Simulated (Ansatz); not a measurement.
The first iterations of a band of BrH + CH4BFO (10 atoms, charge 0, multiplicity 1).

Method: RKS LDA/def2-SVP in Ansatz 0.2.0.

| Property | Result |
| --- | --- |
| movable images | 6 |
| climbing image | no |
| spring | 5.0 eV/Å² |
| optimiser | quadratic models (default) |
| start path | through a guess of the saddle point |
| force threshold | 0.03 eV/Å |
| iteration limit | 60 |
| end points | relaxed |

First end point:

```xyz
10
Properties=species:S:1:pos:R:3
B -0.063 -0.418 -0.018
O -0.460 0.206 1.130
H -1.267 -0.172 1.537
C 1.192 0.048 -0.789
H 1.985 -0.728 -0.704
H 0.974 0.147 -1.873
H 1.596 1.005 -0.398
F -0.810 -1.444 -0.418
Br 1.137 2.811 1.832
H 0.325 1.599 1.615
```

Last end point:

```xyz
10
Properties=species:S:1:pos:R:3
B 0.051 0.443 0.039
O 0.143 -0.028 1.606
H -0.725 -0.477 1.746
C 1.352 0.049 -0.730
H 1.450 -1.057 -0.796
H 1.311 0.444 -1.767
H 2.269 0.455 -0.255
F -1.131 -0.112 -0.344
Br -0.161 2.453 0.405
H 0.049 0.887 2.011
```

| iteration | highest image above the first end (eV) | largest band force component (eV/Å) |
| --- | --- | --- |
| 1 | 2.461 | 9.697 |
| 2 | 0.950 | 2.720 |
| 3 | 0.736 | 1.014 |
| 4 | 0.710 | 2.192 |
| 5 | 0.607 | 1.825 |
| 6 | 0.617 | 1.894 |

Q: Does the band converge within its limit, and where does its top end?

A: It converged. It ended after 18 iterations with the highest image 0.338 eV above the first end. No image climbed, so the highest image needn't sit at the top of the path. The orbitals stay closed-shell, which can raise the energy where a bond breaks towards radicals; this wasn't checked here.

The run took 67 s on 4 threads of Arm Neoverse V2, with other jobs on the host, peak memory 0.16 GiB.
